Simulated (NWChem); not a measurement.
System meant: C₃H₇O anion

NWChem input:

```
start job
memory heap 200 mb stack 900 mb global 1100 mb
charge -1
geometry units angstroms noautoz
  C     -0.647010     0.084652     1.267988
  C      0.170529    -0.322235     0.000000
  C     -0.647010     0.084652    -1.267988
  O      1.413618     0.165879     0.000000
  H     -0.740533     1.184717     1.303787
  H     -1.661111    -0.363420     1.295852
  H     -0.093313    -0.236637     2.164038
  H      0.125551    -1.466976     0.000000
  H     -0.740533     1.184717    -1.303787
  H     -1.661111    -0.363420    -1.295852
  H     -0.093313    -0.236637    -2.164038
end
basis spherical
  * library def2-svp
end
dft
  odft
  mult 2
  xc b3lyp
  iterations 150
  mulliken
end
task dft energy
```

End of the output:

```
 Summary of "ao basis" -> "" (spherical)
 ------------------------------------------------------------------------------
       Tag                 Description            Shells   Functions and Types
 ---------------- ------------------------------  ------  ---------------------
 *                          def2-svp                  on all atoms

                                 NWChem DFT Module
                                 -----------------

 Summary of "ao basis" -> "ao basis" (spherical)
 ------------------------------------------------------------------------------
       Tag                 Description            Shells   Functions and Types
 ---------------- ------------------------------  ------  ---------------------
 C                          def2-svp                 6       14   3s2p1d
 O                          def2-svp                 6       14   3s2p1d
 H                          def2-svp                 3        5   2s1p

 Summary of "ao basis" -> "ao basis" (spherical)
 ------------------------------------------------------------------------------
       Tag                 Description            Shells   Functions and Types
 ---------------- ------------------------------  ------  ---------------------
 C                          def2-svp                 6       14   3s2p1d
 O                          def2-svp                 6       14   3s2p1d
 H                          def2-svp                 3        5   2s1p

      Symmetry analysis of basis
      --------------------------

        a'         53
        a"         38

  number of electrons :                   34
  multiplicity        :                    2
 ------------------------------------------------------------------------
  no. of electrons and multiplicity not compatible                  34
 ------------------------------------------------------------------------
 ------------------------------------------------------------------------
  current input line :
    27: task dft energy
 ------------------------------------------------------------------------
 ------------------------------------------------------------------------
 There is an error in the input file
 ------------------------------------------------------------------------
 For more information see the NWChem manual at https://nwchemgit.github.io

0: no. of electrons and multiplicity not compatible:Received an Error in Communication
```

**Question.** Can this run be used? If not, why, and what is the fix?

**Answer.** The program refused the input. Cause: the multiplicity doesn't fit the number of electrons (an even count wants an odd multiplicity, and the reverse). This input runs:
```
start job
memory heap 200 mb stack 900 mb global 1100 mb
charge -1
geometry units angstroms noautoz
  C     -0.647010     0.084652     1.267988
  C      0.170529    -0.322235     0.000000
  C     -0.647010     0.084652    -1.267988
  O      1.413618     0.165879     0.000000
  H     -0.740533     1.184717     1.303787
  H     -1.661111    -0.363420     1.295852
  H     -0.093313    -0.236637     2.164038
  H      0.125551    -1.466976     0.000000
  H     -0.740533     1.184717    -1.303787
  H     -1.661111    -0.363420    -1.295852
  H     -0.093313    -0.236637    -2.164038
end
basis spherical
  * library def2-svp
end
dft
  xc b3lyp
  iterations 150
  mulliken
end
task dft energy
```
It converges to -193.58231 Ha (B3LYP/def2-SVP).
